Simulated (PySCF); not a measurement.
# Peak assignment

Numbering as in the mapped SMILES `[CH:1]#[C:2][C:3]([F:4])([F:5])[C:6]([F:7])([F:8])[F:9]`. Hydrogens are named by the atom that carries them.

Theory: J: B3LYP/pcJ-1 (spin–dipole term only in couplings to heteroatoms), coordinates at the PBE0-D3(BJ)/def2-SVP level, σ from GIAO-HF/pcSseg-2, in PySCF 2.14.0 with density-fitted response routines (isolated molecule, one computed conformer, relativity neglected, one averaged value for each set of equivalent atoms).

δ = σ(ref) − σ, references computed at the same level: ¹³C vs TMS.

Question: Assign these signals to the numbered atoms. ¹³C{¹H} NMR (computed): δ 110.1 (qt, J = 354.9, 35.9 Hz), 97.6 (tq, J = 306.1, 43.2 Hz), 89.5 (t, J = 4.6 Hz), 71.6 (t, J = 38.3 Hz).

Answer: 
```tsv
δ (ppm)	atoms	environment	reason
110.1	C6	CF3 carbon	3 electronegative neighbours deshield it
97.6	C3	propargylic fully substituted sp3 carbon bonded to 2 F	2 electronegative neighbours deshield it
89.5	C1	terminal alkyne carbon	sp carbons lie upfield of alkene carbons because the cylindrical π system leaves one tensor component strongly shielded
71.6	C2	alkyne carbon	the triple bond shields along its axis, which puts it between sp3 and sp2 carbons
```

C–F couplings over four or more bonds (about 3 Hz to the para carbon of a fluoroarene) are left out. Common functionals overestimate the size of one-bond C–F couplings by tens of Hz; these are unscaled. Shifts are as computed, not scaled to solution data. Of 1211 compounds with measured shifts, 218 miss one by over three times the rms of a fit or turn the order of signals round; such compounds aren't used in these exercises.
